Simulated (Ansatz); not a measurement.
C$_{2}$H$_{7}$AlBFSi. Charge 0, multiplicity 1. The bonds changed during the relaxation, so this is another structure than the one it started from.

Cartesian coordinates in Å:
```
C 1.3060 -0.8502 -0.0594
C 1.0794 0.5592 -0.4553
Si -0.2458 0.6505 -1.6116
F -0.2276 -0.0874 -3.0210
B -0.1907 -0.3398 0.2174
Al -1.2520 -0.0491 1.9773
H 1.9239 -0.9999 0.8203
H 1.4923 -1.5862 -0.8339
H 1.4954 1.3909 0.0974
H -1.1378 1.8133 -1.7233
H -0.9448 -0.6732 -0.8022
H -2.8427 -0.1308 2.0783
H -0.4556 0.3027 3.3160
```

(1) Give the diagnostics of a CCSD(T)/def2-TZVPP run (frozen core, Ansatz). (An estimate is asked.)

Results:

(1) Computed: T1 = 0.0119, largest single amplitude 0.013, largest double 0.021, (T) share of the correlation energy 3.9 %, 10 CCSD cycles. The RHF solution is stable towards an unrestricted one. T1 lies under the customary mark of 0.02 for closed shells.
